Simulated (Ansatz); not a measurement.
Job for Ansatz (a quantum-chemistry and plane-wave program): R-wB97M-V/def2-TZVPP on BeGeH4 (SMILES [BeH][GeH3]), atoms moved off the minimum.

Ansatz 0.2 input:
```yaml
crystal:
  periodic: [false, false, false]
  atoms:
    - {symbol: Be, position_ang: [-1.68574578, -0.84089632, -0.19829869]}
    - {symbol: H, position_ang: [-2.89860631, -1.47752276, -0.42314692]}
    - {symbol: Ge, position_ang: [0.19899292, 0.08749254, 0.02603205]}
    - {symbol: H, position_ang: [1.25933182, -0.70055368, 0.86014332]}
    - {symbol: H, position_ang: [0.85296236, 0.52584186, -1.34281208]}
    - {symbol: H, position_ang: [0.08517730, 1.39479897, 0.83754990]}
basis:
  gaussian:
    orbitals: def2-TZVPP
hamiltonian:
  xc: {name: wB97M-V}
scf: {lower_state_search: off}
output: {forces: true}
```

Output:

```
WARN ansatz: RAYON_NUM_THREADS=1 ignored (pool sized by the plan → 1); use --threads N
Functional definition: wB97M-V
these checks for a lower state are left out or cut short: stability, starts, cluster_reference, orbital_swaps, neighbouring_geometries, increment
integrals: 0.05 GiB planned
763 factors; their error is unknown
integrals: 0.09 GiB planned
209 factors; integrals over basis functions are off by at most 2.5e-5 eV
mean field: 0.51 GiB planned
mean field evaluation 1: about -56979.3488 eV, gradient 1.6e1 eV
mean field evaluation 2: about -56979.6865 eV, gradient 1.2e1 eV
mean field evaluation 4: about -56979.7998 eV, gradient 3.8e-1 eV
mean field evaluation 8: about -56979.9600 eV, gradient 1.9e-3 eV
mean field -56979.95997391 eV, -2093.9749066373 hartree, gradient 9.1e-6 eV, S^2 0.000000; 0 other end points of the search recorded, 0 dependent functions left out
the calculation of the forces begins
reference -56979.96002699 eV, -2093.9749085877 hartree; 20, 20 occupied and 103, 103 virtual orbitals, 763 factors
Total energy: -56979.96002699 eV, -2093.9749085877 hartree
Atom 0 at    -1.685746    -0.840896    -0.198299 Å, force    -1.426937    -0.866484    -0.329753 eV/Å
Atom 1 at    -2.898606    -1.477523    -0.423147 Å, force     0.725898     0.426805     0.189987 eV/Å
Atom 2 at     0.198993     0.087493     0.026032 Å, force     1.240228     0.609942     0.028948 eV/Å
Atom 3 at     1.259332    -0.700554     0.860143 Å, force    -0.264532     0.086579    -0.391027 eV/Å
Atom 4 at     0.852962     0.525842    -1.342812 Å, force    -0.212476    -0.272620     0.589394 eV/Å
Atom 5 at     0.085177     1.394799     0.837550 Å, force    -0.062181     0.015778    -0.087549 eV/Å
Dipole moment:    -0.087149    -0.045673     0.007081 e Å
Checks for a lower state left out: stability, starts, cluster_reference, orbital_swaps, neighbouring_geometries, increment
```

The calculation finished and met its thresholds.

Cost: about 4 core-seconds (a rough figure).
